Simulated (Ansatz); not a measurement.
Calculation: frozen-core CCSD(T)/def2-TZVPP // PBE0-D4/def2-TZVP (Ansatz, a first-principles code).

Ansatz 0.2 input:
```yaml
crystal:
  periodic: [false, false, false]
  atoms:
    - { symbol: C, position_ang: [-1.183233, 0.939157, 0.275527] }
    - { symbol: N, position_ang: [-0.272187, -0.15977, 0.06608] }
    - { symbol: C, position_ang: [-0.652765, -1.031571, -1.016328] }
    - { symbol: Si, position_ang: [1.25715, -0.212599, 0.823268] }
    - { symbol: O, position_ang: [2.423033, 0.807708, 0.249578] }
    - { symbol: H, position_ang: [-1.237018, 1.606447, -0.596086] }
    - { symbol: H, position_ang: [-0.870397, 1.537306, 1.134027] }
    - { symbol: H, position_ang: [-2.198124, 0.571447, 0.474531] }
    - { symbol: H, position_ang: [-1.650873, -1.45495, -0.844351] }
    - { symbol: H, position_ang: [-0.681438, -0.508091, -1.983135] }
    - { symbol: H, position_ang: [0.050039, -1.862712, -1.102421] }
    - { symbol: H, position_ang: [1.101142, 0.23335, 2.225945] }
    - { symbol: H, position_ang: [1.717179, -1.620257, 0.683161] }
    - { symbol: H, position_ang: [2.773281, 0.63484, -0.625213] }
basis:
  gaussian: { orbitals: def2-TZVPP }
correlation:
  method: ccsd_t
```

Output:

```
Functional definition: HF
1706 factors; integrals over basis functions are off by at most 9.8e-4 eV
mean field evaluation 1: about -13583.7567 eV, gradient 4.7e1 eV
mean field evaluation 2: about -13584.0411 eV, gradient 4.7e1 eV
mean field evaluation 4: about -13588.8416 eV, gradient 4.6e0 eV
mean field evaluation 8: about -13588.9135 eV, gradient 2.1e-1 eV
mean field evaluation 16: about -13583.7564 eV, gradient 4.7e1 eV
mean field -13588.91363333 eV, -499.3833651283 hartree, gradient 1.8e-6 eV, S^2 0.000000; 0 other end points of the search recorded, 0 dependent functions left out
9 core orbitals not correlated
reference -13588.91363333 eV, -499.3833651283 hartree; 16, 16 occupied and 267, 267 virtual orbitals, 1706 factors
second order -25.39326956 eV of doubles, -0.00000000 eV of singles
cycle   1  -25.93632779 eV  change   -5.4e-1 eV  update   1.0e-1
cycle   2  -26.55567026 eV  change   -6.2e-1 eV  update   2.9e-2
cycle   3  -26.67633694 eV  change   -1.2e-1 eV  update   1.4e-2
cycle   4  -26.66537593 eV  change    1.1e-2 eV  update   3.4e-3
cycle   5  -26.66541519 eV  change   -3.9e-5 eV  update   1.8e-3
cycle   6  -26.66595563 eV  change   -5.4e-4 eV  update   5.7e-4
cycle   7  -26.66565031 eV  change    3.1e-4 eV  update   2.2e-4
cycle   8  -26.66560798 eV  change    4.2e-5 eV  update   6.7e-5
cycle   9  -26.66562842 eV  change   -2.0e-5 eV  update   2.3e-5
perturbative correction -0.98672093 eV, -0.0362613252 hartree
Total energy: -13616.56598267 eV, -500.3995702232 hartree
```

Cost: very roughly 30 core-minutes.
